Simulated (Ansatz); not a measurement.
`N=CC=O` + `CC[SeH]` → `CC[Se]C=N` + `C=O`  (substitution at a C–C bond)

Isolated molecules relaxed with PBE0-D4/def2-TZVP in Ansatz; ΔE leaves out vibrations. CBS: MP2 limit from def2 TZ/QZ plus the TZ coupled-cluster correction, frozen cores. This one scheme is used for every species. Functionals use def2-TZVPP. For Se outer-core shells are correlated without core-valence functions, which leaves a few kJ/mol of doubt a bond. Scalar relativity is left out up to krypton. Each species was taken in one conformer, which may not be the lowest.

CCSD(T)/CBS gives +2.6 kcal/mol.

(1) Another level gave +1.7 kcal/mol. Which?
A. r2SCAN/def2-TZVPP
B. ωB97X-V/def2-TZVPP
C. PBE-D4/def2-TZVPP
D. HF/def2-TZVPP

Largest T1 diagnostic among the species: 0.015.

Answers

(1) A. r2SCAN 1.7, ωB97X-V 3.7, PBE-D4 0.7, HF/def2-TZVPP 6.1 kcal/mol.

The D4 term adds −1.2 kcal/mol with B3LYP and −0.7 kcal/mol with PBE0; it sums over pairs of atoms, weighted by their polarisabilities, and B3LYP, whose exchange is more repulsive, gets the larger term. From PBE to PBE0 (25 % exact exchange), in def2-TZVPP and without D4, ΔE moves by +1.5 kcal/mol.

B3LYP here is the variant with VWN-RPA as its local correlation; programs differ in this.
